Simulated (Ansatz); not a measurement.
The cluster Rb₆. The state is a triplet with charge 0. Geometry PBE0/def2-SVP, that of the neutral singlet; atoms count from 1.

```xyz
6

Rb   -3.238   -2.427    0.258
Rb    3.996   -0.050   -0.989
Rb    1.088    3.801   -1.165
Rb    1.366   -4.007    0.163
Rb   -3.470    2.408   -0.184
Rb    0.257    0.275    1.916
```

In the def2 sets Rb takes a core potential; there is no spin–orbit coupling. At PBE0/def2-TZVP a singlet of charge 0 lies 0.48 eV below the triplet at the same geometry. The structure comes from a short search, and lower isomers may exist.

Problem. Estimate the Mulliken populations from the PBE0/def2-TZVP orbitals of Ansatz.

Solution. 
| atom | charge (e) | spin (α − β) |
| --- | --- | --- |
| Rb1 | -0.12 | 0.76 |
| Rb2 | -0.10 | 0.39 |
| Rb3 | -0.09 | 0.34 |
| Rb4 | -0.13 | 0.14 |
| Rb5 | -0.12 | 0.15 |
| Rb6 | 0.57 | 0.22 |
Mulliken values and Mayer orders depend strongly on the basis.

Problem. Where does the spin sit?

Solution. Summed by element: Rb 2.00, of 2 unpaired in all. Largest on single atoms: Rb1 0.76, Rb2 0.39, Rb3 0.34.

Problem. And the Mayer bond orders between bonded heavy atoms (over 0.3)?

Solution. Rb1–Rb4 0.42 (4.87 Å); Rb1–Rb5 0.42 (4.86 Å); Rb2–Rb3 0.47 (4.83 Å); Rb2–Rb4 0.54 (4.89 Å); Rb3–Rb5 0.55 (4.87 Å).
